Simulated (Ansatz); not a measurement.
Positional isomers: furan hydroxy. Gas-phase values, no solvent. One relaxed conformer stands for each flexible species; it need not be the lowest. Strings in code marks are SMILES.

Quantity: electronic energy of isomers of C4H4O2 relative to `Oc1ccco1` (H–O–C–O torsion 180°), in kcal/mol.

Case: `Oc1ccoc1` (H–O–C–C torsion 180°). Geometry of `Oc1ccoc1` (neutral, multiplicity 1, Å):

```xyz
10

O      1.9646     0.6113     0.0494
C      0.6890     0.1514     0.0143
C     -0.4496     1.0136     0.0452
C     -1.5217     0.1917    -0.0057
O     -1.1416    -1.0981    -0.0650
C      0.2195    -1.1181    -0.0524
H      2.5780    -0.1285     0.0193
H     -0.4442     2.0882     0.0979
H     -2.5819     0.3741    -0.0074
H      0.6924    -2.0829    -0.0949
```

### Question
Give the electronic energy of isomers of C4H4O2 relative to `Oc1ccco1` (H–O–C–O torsion 180°) at the level frozen-core MP2/cc-pVTZ // M06-2X/def2-TZVP (Ansatz, a quantum-chemistry and plane-wave program).

### Answer
4.36 kcal/mol.
